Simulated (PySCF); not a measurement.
## H₃VO at several levels of theory

All levels use the PBE0 minimum (singlet; V–H 1.628 Å (×3), V–O 1.535 Å; H–V–H 115.3° (×3), H–V–O 102.7° (×3)), basis [V def2-TZVP, O def2-TZVP, H def2-TZVP], no relativity, density fitting, no spin–orbit coupling, PySCF. For vertical energies the ionised species is a doublet (spins chosen at PBE0 and kept) and the electron-attached one a doublet. Atomisation goes to high-spin ground-configuration atoms, without zero-point energy. Open shells are unrestricted, also as the reference of the correlated levels. A dash marks a value that was not computed or is not defined at that level.

| level | atomisation (kJ/mol) | vertical IP (eV) | vertical EA (eV) | −ε(HOMO) (eV) | gap (eV) | dipole (D) |
| --- | --- | --- | --- | --- | --- | --- |
| PBE0 | 1308 | 11.76 | 1.72 | 9.47 | 6.14 | 1.93 |
| HF | 388 | 10.87 | 2.67 | 13.25 | 14.01 | 2.60 |
| MP2 | 1464 | 13.22 | 0.36 | – | – | – |
| PBE | 1525 | 11.47 | 1.25 | 7.95 | 3.46 | 1.63 |
| CCSD(T) | 1301 | – | – | – | – | – |
| r2SCAN | 1446 | 11.71 | 1.47 | 8.37 | 3.97 | 1.78 |

For H₃VO itself CCSD(T) correlates 22 electrons; T1 = 0.039, D1 = 0.109, (T) = -152 kJ/mol.

(1) Which levels differ least and most from CCSD(T) in the atomisation?

## Answers

(1) Least: PBE0 (+7 kJ/mol); most: HF (-913 kJ/mol). CCSD(T) atomisation energies in a triple-zeta basis lie tens of kJ/mol low, so this is no ranking by accuracy.

Spin contamination in at least one species weakens the values at: HF, MP2, CCSD(T).

Without diffuse functions attachment energies tend to come out too low.
